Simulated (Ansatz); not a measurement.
Frontier orbitals of CH7NO3Zr (`C[NH][Zr]([OH])([OH])[OH]`).

```xyz
13

C     0.455    0.016   -2.072
N     0.102   -0.717   -0.876
Zr   -0.279    0.011    0.985
O     1.378    0.257    1.976
O    -1.361   -1.324    1.879
O    -1.107    1.748    0.743
H     0.463    1.090   -1.864
H     1.451   -0.247   -2.451
H    -0.264   -0.142   -2.886
H     0.033   -1.711   -1.056
H     2.328    0.191    2.015
H    -1.753   -1.775    2.620
H    -1.446    2.603    0.987
```

The species carries charge 0 and has multiplicity 1. Correlated methods include outer-core shells of Zr, which these sets cover unevenly. Zr takes the def2 core potential. All single points use the PBE0-D4/def2-TZVP geometry. It is one conformer, not always the lowest. Basis def2-TZVPP, Ansatz.

| functional | HOMO (eV) | LUMO (eV) | gap (eV) |
| --- | --- | --- | --- |
| PBE | -5.12 | -0.73 | 4.39 |
| revPBE | -5.05 | -0.69 | 4.36 |
| r2SCAN | -5.36 | -0.32 | 5.04 |
| B97M-V | -5.44 | -0.66 | 4.78 |
| PBE0 | -6.44 | -0.06 | 6.38 |
| r2SCANh | -5.86 | -0.02 | 5.84 |
| LC-ωPBE | -9.17 | 1.50 | 10.67 |
| ωB97M-V | -8.75 | 0.81 | 9.56 |

Against PBE, PBE0 changes HOMO and LUMO by −1.32 and +0.67 eV, ωB97M-V by −3.63 and +1.54 eV. A gap of 4.39 eV thus becomes 9.56 eV for the same molecule, so an orbital gap means little without its functional. A positive LUMO is unbound and depends on the basis.

LC-ωPBE has ω = 0.4 bohr⁻¹.
